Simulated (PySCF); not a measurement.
**Spinor energies of Zr¹²⁺ (zirconium, charge +12)**

Start: [Ar] 3d10. Calculated with PySCF 2.14 in an even-tempered Gaussian basis (17 s from 0.88 bohr⁻², ratio 2.8; 13 p from 1.1 bohr⁻², ratio 2.8; 9 d from 1.1 bohr⁻², ratio 2.8; 4 f from 7.1 bohr⁻², ratio 3): generalised Hartree-Fock with the X2C-1e Hamiltonian and a Gaussian nucleus; spin-orbit coupling (SO) screened by Boettger's factors.

```
spinor shell  electrons  ε, screened SO (eV)  weight of nominal j (screened SO)  rms radius, screened SO (bohr)
       1s1/2          2             -18342.5                              1.000                          0.0426
       2s1/2          2              -2817.2                              1.000                           0.176
       2p1/2          2              -2592.5                              1.000                           0.154
       2p3/2          4              -2505.2                              1.000                           0.158
       3s1/2          2              -681.95                              1.000                           0.485
       3p1/2          2              -596.61                              1.000                           0.485
       3p3/2          4              -581.83                              1.000                           0.495
       3d3/2          4              -432.57                              1.000                           0.480
       3d5/2          6              -429.88                              1.000                           0.483
```

```
   quantity  screened SO
E (hartree)  -3549.66706
        M_J            0
       ⟨J²⟩        0.000
       ⟨L²⟩        0.005
       ⟨S²⟩        0.005
```

Breit and QED terms are absent; they matter most for the inner s and p1/2 levels.

Densities and radii are taken from the X2C orbitals without a picture-change correction, which distorts them close to the nucleus.
